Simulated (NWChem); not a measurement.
Molecule: C2H6BFO; SMILES CB(O)CF

```xyz
11

C     -0.6511     1.9500     0.0098
B      0.0358     0.5347    -0.0221
O      1.3928     0.4261    -0.0311
C     -0.7809    -0.8365    -0.0183
F      0.1188    -1.9229     0.0062
H      0.0459     2.7625    -0.2743
H     -1.5523     2.0044    -0.6355
H     -1.0031     2.1613     1.0443
H      1.6223    -0.5293    -0.0229
H     -1.4270    -0.9322    -0.9221
H     -1.4594    -0.9166     0.8626
```
Atoms are numbered in this order, from 1.

Level: PBE-D3(BJ)/def2-SVP (NWChem), optimised geometry, unscaled harmonic frequencies. 

Question: List the harmonic frequencies with IR intensities, and the thermochemistry.

Answer: 
```json
[
 {"frequency (cm⁻¹)": "46", "IR intensity (km/mol)": "0.4"},
 {"frequency (cm⁻¹)": "118", "IR intensity (km/mol)": "4.7"},
 {"frequency (cm⁻¹)": "210", "IR intensity (km/mol)": "8.8"},
 {"frequency (cm⁻¹)": "310", "IR intensity (km/mol)": "5.1"},
 {"frequency (cm⁻¹)": "342", "IR intensity (km/mol)": "0.7"},
 {"frequency (cm⁻¹)": "494", "IR intensity (km/mol)": "13.2"},
 {"frequency (cm⁻¹)": "633", "IR intensity (km/mol)": "36.8"},
 {"frequency (cm⁻¹)": "722", "IR intensity (km/mol)": "2.0"},
 {"frequency (cm⁻¹)": "785", "IR intensity (km/mol)": "42.5"},
 {"frequency (cm⁻¹)": "822", "IR intensity (km/mol)": "5.5"},
 {"frequency (cm⁻¹)": "908", "IR intensity (km/mol)": "28.4"},
 {"frequency (cm⁻¹)": "960", "IR intensity (km/mol)": "125.9"},
 {"frequency (cm⁻¹)": "1038", "IR intensity (km/mol)": "10.8"},
 {"frequency (cm⁻¹)": "1189", "IR intensity (km/mol)": "2.1"},
 {"frequency (cm⁻¹)": "1190", "IR intensity (km/mol)": "81.8"},
 {"frequency (cm⁻¹)": "1257", "IR intensity (km/mol)": "17.6"},
 {"frequency (cm⁻¹)": "1323", "IR intensity (km/mol)": "150.7"},
 {"frequency (cm⁻¹)": "1361", "IR intensity (km/mol)": "78.1"},
 {"frequency (cm⁻¹)": "1388", "IR intensity (km/mol)": "13.3"},
 {"frequency (cm⁻¹)": "1389", "IR intensity (km/mol)": "6.6"},
 {"frequency (cm⁻¹)": "1413", "IR intensity (km/mol)": "90.6"},
 {"frequency (cm⁻¹)": "2948", "IR intensity (km/mol)": "17.5"},
 {"frequency (cm⁻¹)": "2968", "IR intensity (km/mol)": "1.6"},
 {"frequency (cm⁻¹)": "2995", "IR intensity (km/mol)": "18.2"},
 {"frequency (cm⁻¹)": "3043", "IR intensity (km/mol)": "7.7"},
 {"frequency (cm⁻¹)": "3083", "IR intensity (km/mol)": "8.1"},
 {"frequency (cm⁻¹)": "3604", "IR intensity (km/mol)": "84.9"}
]
```

zero-point energy: 52.2 kcal/mol
thermal correction to the enthalpy at 298.15 K (with zero-point energy): 56.9 kcal/mol
heat capacity Cv: 21.7 cal/(mol K)
entropy at 298.15 K and 1 atm (symmetry number 1): 79.8 cal/(mol K)
dipole moment: 1.20 D

Rigid rotor and harmonic oscillator; modes under 100 cm⁻¹ make the entropy uncertain.
